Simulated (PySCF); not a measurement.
CH₂Cl, SMILES Cl[CH2] (connectivity only; charge and spin as stated), charge +1, multiplicity 1. Heavy atoms are numbered as in [CH2:1][Cl:2]. Hydrogens are named by the atom that carries them.

Geometry: PBE-D3(BJ)/def2-TZVP. The spin state was assumed, not searched. The isomer is the one that the SMILES or the coordinates give; other isomers of the formula were not compared.

Level of theory: HF/def2-TZVPD in PySCF.

Mulliken values depend strongly on the basis, most of all with diffuse functions as here. Atomic charges (e), one atom of each kind:

| atom | Mulliken | meta-Löwdin |
|---|---|---|
| C1 (CH2) | 0.20 | ? |
| Cl2 | 0.16 | ? |
| H on C1 | 0.32 | ? |

Q: Some entries are withheld; supply them. (Estimate from the structure and the level; the computed values follow.)

A: 
- C1 (CH2), meta-Löwdin: 0.17
- Cl2, meta-Löwdin: 0.39
- H on C1, meta-Löwdin: 0.22
